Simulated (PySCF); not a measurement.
## Electron correlation in Eu⁵¹⁺ (europium, charge +51)

[Ne] 3s2, closed-shell 1S. All numbers are calculated (PySCF 2.14, scalar relativity by spin-free X2C-1e, in an uncontracted even-tempered set (17 s from 12 bohr⁻², ratio 2.5; 12 p from 16 bohr⁻², ratio 2.5; 4 d from 58 bohr⁻², ratio 2.7; 4 f from 87 bohr⁻², ratio 2.7)). Frozen: 1s2; 10 electrons correlated; the 20 highest virtual orbitals of each spin left out.

| level | correlation energy (mhartree) |
| --- | --- |
| CCSD | -492.12 |
| (T) | -0.58 |
| CCSD(T) | -492.70 |

Diagnostics: T1 = 0.00015, D1 = 0.0005, largest double amplitude 0.044.

Cost of the coupled-cluster step: of the order of 2.4 core-seconds, for 10 correlated electrons.

At this charge the one-electron X2C treatment keeps the bare 1/r₁₂, with no two-electron picture change or Breit term. The effect here is smaller than on the frozen 1s shell; and a scalar Hamiltonian misses the large spin-orbit splitting of the p shells, which matters for ns² → np² pairs.
